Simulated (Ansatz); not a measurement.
`C[O][AlH][Cl]` + H–F → `C[O][AlH][F]` + HCl at 298.15 K and 1 bar (ligand exchange at the Al–Cl bond).

Program: Ansatz. Geometries: PBE0-D4/def2-TZVP. ΔE: electronic, gas phase. CBS: MP2 limit from def2 TZ/QZ plus the TZ coupled-cluster correction, frozen cores. This one scheme is used for every species. One conformer a species, not always the lowest.

```json
{"species": "`C[O][AlH][Cl]`", "CCSD(T)/CBS energy (Eh)": "-817.53357", "H − E (kJ/mol)": "151.9", "S (J/(mol·K))": "333.5"}
{"species": "H–F", "CCSD(T)/CBS energy (Eh)": "-100.39570", "H − E (kJ/mol)": "33.5", "S (J/(mol·K))": "173.6"}
{"species": "`C[O][AlH][F]`", "CCSD(T)/CBS energy (Eh)": "-457.55503", "H − E (kJ/mol)": "153.7", "S (J/(mol·K))": "324.2"}
{"species": "HCl", "CCSD(T)/CBS energy (Eh)": "-460.38127", "H − E (kJ/mol)": "26.6", "S (J/(mol·K))": "186.8"}
```

H − E and S are ideal-gas, rigid-rotor, harmonic terms from PBE0-D4/def2-TZVP, for one conformer and one mirror image of each species. 1 Eh = 2625.50 kJ/mol, R = 8.31446 J/(mol·K).

Problem. By hand: ΔE, ΔH, ΔS and ΔG.

Solution. ΔE = (-457.55503) + (-460.38127) − (-817.53357) − (-100.39570) = -0.00703 Eh = -18.5 kJ/mol. Δ(H − E) = 153.7 + 26.6 − 151.9 − 33.5 = -5.1, so ΔH = -23.6 kJ/mol. ΔS = 324.2 + 186.8 − 333.5 − 173.6 = 3.9 J/(mol·K). ΔG = -23.6 − 298.15 × (3.9)/1000 = -24.8 kJ/mol.

Problem. By hand: the equilibrium constant, and the temperature at which ΔG would vanish if ΔH and ΔS stayed fixed.

Solution. log₁₀ K = −ΔG/(RT ln 10) = 4.3. ΔH and −TΔS have one sign here, so there is no such temperature.

The number of gas molecules stays the same, so ΔS is small and ΔH decides. A doubt of 5 kJ/mol in ΔE shifts log₁₀ K by 0.9 here. Other conformers and mirror images would add mixing entropy, several J/(mol·K) or more a flexible species. These are equilibria of isolated gas molecules and say nothing of rates. Largest T1 diagnostic: 0.013 (customary marks: 0.02 for closed shells, 0.045 for open ones).

ΔS is within the doubt of such terms, so its sign, and with it that verdict, could turn.
